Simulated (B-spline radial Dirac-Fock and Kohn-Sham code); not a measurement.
# Pm 5s: cross section and angular parameters

System: the free promethium atom, configuration [Xe] 4f5 6s2; threshold 45.66 eV (orbital energy of the model). Model: Dirac-Hartree-Slater photoionisation with a Latter tail; cross sections with all multipoles, angular parameters from the dipole term and its interference with E2. Program: an atomic code on a B-spline grid.

Input of the calculation (task.json; shells as n, l, electrons):

```json
{"items": [{
  "Z": 61,
  "q": 0,
  "cfg": [[1, 0, 2], [2, 0, 2], [2, 1, 6], [3, 0, 2], [3, 1, 6], [3, 2, 10], [4, 0, 2], [4, 1, 6], [4, 2, 10], [4, 3, 5], [5, 0, 2], [5, 1, 6], [6, 0, 2]],
  "A": 145,
  "rrms": 4.962,
  "do": "xps",
  "hv": [67.1, 74.4, 80, 91.2, 100, 122.0, 129.0, 300, 405.0, 470.0, 517.0, 546.0, 552.0, 568.0, 600, 681.0, 800, 806.0, 1460.0, 1480.0, 1730.0, 2000, 4000, 5414.7, 5460.0, 6230.0, 8800.0, 9210.0, 11200.0, 12500.0],
  "edges": {"K": 45184.0, "L1": 7428.0, "L2": 7013.0, "L3": 6459.0, "M1": 1650.0, "M2": 1471.4, "M3": 1357.0, "M4": 1052.0, "M5": 1027.0, "N1": 331.0, "N2": 242.0, "N3": 242.0, "N4": 120.0, "N5": 120.0}
}]}
```

Command: `python xray2_run.py task.json out`

```tsv
hν (eV)	σ (kb)	β	γ
67.1	103	1.537	-0.216
74.4	112	1.654	-0.127
80	116	1.711	-0.075
91.2	117	1.781	0.004
100	114	1.815	0.051
122	103	1.863	0.132
129	99.3	1.873	0.152
300	39.6	1.940	0.327
405	26.2	1.950	0.348
470	21.2	1.954	0.351
517	18.5	1.956	0.350
546	17.0	1.958	0.348
552	16.8	1.958	0.348
568	16.1	1.958	0.346
600	14.8	1.960	0.343
681	12.2	1.962	0.333
800	9.53	1.965	0.313
806	9.42	1.965	0.312
1460	3.56	1.972	0.173
1480	3.48	1.973	0.169
1730	2.66	1.974	0.120
2000	2.06	1.975	0.072
4000	0.581	1.980	-0.112
5414.7	0.325	1.981	-0.118
5460	0.319	1.981	-0.117
6230	?	?	?
8800	0.124	1.982	0.046
9210	0.113	1.982	0.076
11200	0.0753	1.982	0.236
12500	0.0597	1.982	0.349
```

Question: Give the values at 6230 eV.

Answer: σ = 0.247 kb, β = 1.981, γ = -0.096. For an s subshell δ is negligible.
